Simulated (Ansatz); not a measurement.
Cartesian coordinates in Å:
```
O -2.013 0.034 1.851
B -1.000 0.013 0.942
O -0.365 1.188 0.692
Si 0.591 1.944 -0.400
O -0.669 -1.170 0.335
Si 0.537 -1.781 -0.599
H -2.393 -0.837 1.980
H 1.984 1.996 0.106
H 0.565 1.221 -1.700
H 0.075 3.320 -0.594
H 0.768 -3.182 -0.172
H 1.786 -0.994 -0.416
H 0.135 -1.752 -2.026
```

Charge 0, multiplicity 1.

List the ωB97M-V/def2-TZVPP orbital energies in eV (the Gaussian-basis code of Ansatz). (Best estimate.)

Computed: Occupied: -1807.71, -1807.62, -526.42, -526.31, -526.28, -189.83, -148.71, -148.61, -102.85, -102.80, -102.80, -102.76, -102.71, -102.70, -32.15, -30.96, -30.80, -19.88, -19.16, -17.53, -16.43, -15.59, -15.12, -14.33, -13.50, -13.28, -12.84, -12.66, -12.03, -11.51, -11.28, -11.14. Lowest empty: 1.33, 2.38, 2.67, 2.77, 2.90, 3.13, 3.31, 3.58.
